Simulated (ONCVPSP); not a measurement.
**Which change was made? (N, ONCV)**

```json
{
 "Element": "N",
 "Generator": "ONCVPSP 4.0.1",
 "Type": "optimised norm-conserving Vanderbilt (ONCV)",
 "Functional": "PBE",
 "Relativity": "scalar-relativistic",
 "Frozen core": "[He]",
 "Valence charge": "5",
 "Reference configuration": "2s2 2p3",
 "Partial waves": "2s: rc 0.90 bohr, ncon 4, nbas 8, qcut 6.3 1/bohr, 3 projectors, debl 1.3 Ha; 2p: rc 1.85 bohr, ncon 3, nbas 6, qcut 6.7 1/bohr, 2 projectors, debl 0.6 Ha; d scattering state at 0.22 Ha: rc 1.45 bohr, ncon 4, nbas 9, qcut 6.5 1/bohr, 2 projectors, debl 0.3 Ha",
 "Local potential": "polynomial inside 0.85 bohr (lpopt 5, dvloc0 3 Ha)",
 "Core correction": "Teter function, fcfact 5, rcfact 1.55"
}
```

Cutoffs, loose and tight: the cutoffs (Ha) at which the residual kinetic energy of the hardest occupied pseudo-wave falls to 1 and 0.1 mHa per electron. They do not see the model core or the augmentation charge, which bear on the density cutoff. Test errors are all-electron minus pseudo excitation energies from the reference, over the configurations 2s2 2p2; 2s2 2p1; 2s2 2p0; 2s1 2p0; variants that change the core or the reference have their own tests. The largest error is taken over the tests solved by every variant that gives reliable tests at all, those not shown here included: 2s2 2p0; 2s2 2p1; 2s2 2p2.

The base gives: outcome: generated; cutoff, loose: 73 Ha; cutoff, tight: 197 Ha; bound ghosts: s; GHOST(+) flags above zero: d; largest test error (meV): +1676.

Q: After one change the result is: outcome: generated; cutoff, loose: 50 Ha; cutoff, tight: 166 Ha; bound ghosts: s; GHOST(+) flags above zero: none; largest test error (meV): +2044. Which change was it?
A. all radii but the core radius scaled by about 1.09 (s 0.98, p 2.02, d 1.58 bohr); local potential polynomial inside 0.92 bohr (lpopt 5, dvloc0 3 Ha)
B. all radii but the core radius scaled by about 1.25 (s 1.12, p 2.32, d 1.82 bohr); local potential polynomial inside 1.06 bohr (lpopt 5, dvloc0 3 Ha)
C. all radii but the core radius scaled by about 0.94 (s 0.84, p 1.74, d 1.36 bohr); local potential polynomial inside 0.80 bohr (lpopt 5, dvloc0 3 Ha)

A: A. The others give: all radii but the core radius scaled by about 0.94 (s 0.84, p 1.74, d 1.36 bohr); local potential polynomial inside 0.80 bohr (lpopt 5, dvloc0 3 Ha) → outcome: generated; cutoff, loose: 60 Ha; cutoff, tight: 215 Ha; bound ghosts: s; GHOST(+) flags above zero: d; largest test error (meV): +1456 | all radii but the core radius scaled by about 1.25 (s 1.12, p 2.32, d 1.82 bohr); local potential polynomial inside 1.06 bohr (lpopt 5, dvloc0 3 Ha) → outcome: generated; cutoff, loose: 23 Ha; cutoff, tight: 122 Ha; bound ghosts: none; GHOST(+) flags above zero: s; largest test error (meV): +2803.
